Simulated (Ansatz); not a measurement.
Molecule: C2H11Si3, net charge 0, doublet state. It need not be the lowest isomer of its formula. 
Coordinates optimised at B3LYP-D3(BJ)/def2-TZVP (Ansatz, a quantum-chemistry and plane-wave program):
```xyz
16

C     -1.0257    -1.1340     1.5089
Si    -0.2633    -0.3089    -0.0068
C     -0.7690    -1.2473    -1.5681
Si    -0.9611     1.9209    -0.0843
Si     2.0756    -0.2871     0.1766
H     -2.1161    -1.1164     1.4510
H     -0.7279    -0.6280     2.4282
H     -0.7090    -2.1771     1.5770
H     -0.3437    -0.7890    -2.4619
H     -0.4212    -2.2823    -1.5176
H     -1.8552    -1.2581    -1.6770
H     -0.3463     2.7251    -1.1739
H     -2.4367     2.1202    -0.1174
H      2.6177    -1.6717     0.1701
H      2.6874     0.4488    -0.9588
H      2.5013     0.3683     1.4388
```
Charge 0, spin multiplicity 2.

Total electronic energies in hartree. Valence correlation only, unless marked. Open shells are spin-unrestricted. Spin-orbit coupling is left out. No relativistic terms. CBS marks a two-point X^-3 extrapolation of the correlation energy; Hartree-Fock from the larger set. [CCSD(T)-MP2]/basis is that difference in the basis named.

```csv
level,program,energy (Eh)
SVWN5/def2-TZVPD,Ansatz,-947.05050
BLYP/def2-TZVPD,Ansatz,[?]
BHLYP-D3(BJ)/def2-TZVPD,Ansatz + dftd3,[?]
CAM-B3LYP-D3(BJ)/def2-TZVPD,Ansatz + dftd3,-951.30820
PBE-QIDH/def2-TZVPD,Ansatz,[?]
MP2/6-31G,Ansatz,-949.05601
SCS-MP2/cc-pVTZ,Ansatz,-949.72599
CCSD(T)/6-31G,Ansatz,-949.13584
"RI-MP2/CBS(cc-pV(T+d)Z,cc-pV(Q+d)Z)+[CCSD(T)-MP2]/cc-pV(T+d)Z",Ansatz,-949.9202
```

### Question
What belongs in the gaps?

### Answer

- BLYP/def2-TZVPD, energy (Eh): -951.25540
- BHLYP-D3(BJ)/def2-TZVPD, energy (Eh): -951.30130
- PBE-QIDH/def2-TZVPD, energy (Eh): -950.58641
